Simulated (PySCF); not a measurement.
[AgF6]3-: Ag(III) (d8), charge -3. The structure is a model geometry with rigid ligands and bond lengths from ionic radii, not a minimum; coordination octahedral, point group Oh, metal–donor distances 2.05 Å.

The d shell alone is too small an active space for [AgF6]3- (an active orbital has only 0.69 squared overlap with the free ion's shell): its levels, fitted parameters, g values and moments show what this model gives and aren't sound predictions.

```
7

Ag    0.0000    0.0000    0.0000
F     1.4496   -0.8369    1.1836
F     0.0000    1.6738    1.1836
F    -1.4496   -0.8369    1.1836
F     1.4496    0.8369   -1.1836
F    -1.4496    0.8369   -1.1836
F     0.0000   -1.6738   -1.1836
```

Method (PySCF 2.14, density fitting): CASSCF(8,5) with orbitals averaged over all microstates of the shell, strongly contracted NEVPT2 on the averaged canonical orbitals; basis x2c-TZVPall on the metal, x2c-SVPall elsewhere; spin-free X2C; IEF-PCM water; spin-orbit coupling by state interaction with the mean-field operator over all roots.

**Question.** Which term lies lowest, and with what spin?

**Answer.** 3A2g (S = 1, orbital degeneracy 1), orbital occupations from the lowest 2.0 2.0 2.0 1.0 1.0, by NEVPT2.

**Question.** Where do the spin-allowed transitions within the shell lie?

**Answer.** By NEVPT2: 3T2g at 23189 cm⁻¹ (431 nm); a 2S+1 = 3 state (57 % 3F) at 30761 cm⁻¹ (325 nm); a 2S+1 = 3 state (57 % 3F) at 30772 cm⁻¹ (325 nm); a 2S+1 = 3 state (57 % 3F) at 30772 cm⁻¹ (325 nm); 3T1g at 48827 cm⁻¹ (205 nm). All are electric-dipole forbidden at this geometry.

**Question.** Which is the lowest state of another spin?

**Answer.** 1Eg at 9863 cm⁻¹ by NEVPT2; CASSCF alone puts it at 12721 cm⁻¹ above the same ground state.

**Question.** Give the fitted ligand-field and repulsion parameters.

**Answer.** At CASSCF level (the NEVPT2 levels don't fit a ligand-field model well): orbital energies 0, 0, 3, 18035, 18040 cm⁻¹; B = 828 cm⁻¹; C = 3410 cm⁻¹; B over its free-ion value at the same level 0.791; rms of the fit 499 cm⁻¹; ζ = 1682 cm⁻¹ (free ion 1914).

**Question.** What are the magnetic parameters?

**Answer.** The ground multiplet follows a spin Hamiltonian with S = 1, g = 2.192, 2.192, 2.192, D = 0 (spin-orbit part alone); the lowest levels hold 99 % of the spin-free ground state. μeff is 3.12 μB at 300 K and 3.10 μB at 10 K; the spin-only value is 2.83 μB.

NEVPT2 lifts 3T2g from 17089 to 23189 cm⁻¹; on the d shell alone such lifts tend to overshoot. NEVPT2 on the d shell alone tends to put d–d bands too high for such charged or covalently bound ions.

The job took 15 s on one thread of Intel Xeon Platinum 8375C @ 2.90GHz (shared host), with 147 basis functions, launched as `OMP_NUM_THREADS=1 python lf_run.py task.json out`.
